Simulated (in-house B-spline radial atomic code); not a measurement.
Whole-atom quantities along the 65-electron series, configuration [Xe] 4f11. Breit and QED terms are first order and not part of the total energy; the density at the nucleus is averaged over the nuclear charge. Computed with an all-electron radial atomic-structure program (B-spline basis): Dirac-Hartree-Fock, average of the configuration, finite nuclei.

| ion | Z | E/Z² (Eh) | Σ<r²> (bohr²) | n(0)/Z³ (bohr⁻³) | Lamb diamagnetic shielding (ppm) | repulsion over attraction | Breit energy (eV) | self-energy (eV) | vacuum polarisation (eV) | Dirac less non-relativistic energy (Eh) |
| --- | --- | --- | --- | --- | --- | --- | --- | --- | --- | --- |
| Ho2+ | 67 | -2.8115 | 37.118 | 2.4938 | 8252.67 | 0.14916 | 325.27 | 261.77 | -42.697 | -556.21 |
| Er3+ | 68 | -2.8311 | 33.002 | 2.5801 | 8437.13 | 0.14807 | 342.35 | 276.66 | -45.767 | -594.28 |
| Tm4+ | 69 | -2.8505 | 29.79 | 2.6818 | 8622.53 | 0.14687 | 360.1 | 292.22 | -49.04 | -634.48 |
